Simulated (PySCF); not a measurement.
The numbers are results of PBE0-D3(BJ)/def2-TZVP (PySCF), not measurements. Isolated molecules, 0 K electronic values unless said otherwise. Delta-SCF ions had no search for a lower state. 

Reference species (SMILES): `[SiH3][Ga]([SiH3])[SiH3]` (neutral, multiplicity 1).

| Property | Result |
|---|---|
| vertical ionisation energy (Delta-SCF) | 8.93 eV |
| HOMO | -7.27 eV |
| HOMO–LUMO gap | 4.64 eV |

Changed species: `[GaH3]` (3 of 3 SiH3 replaced by H; the reference has 0 of 3 SiH3 replaced by H).

Question: Predict the effect on the vertical ionisation energy (Delta-SCF), HOMO and HOMO–LUMO gap.

Answer: the vertical ionisation energy (Delta-SCF) goes up by 2.21 eV, to 11.14 eV; the HOMO falls by 1.32 eV, to -8.59 eV; the HOMO–LUMO gap rises by 2.13 eV, to 6.77 eV.
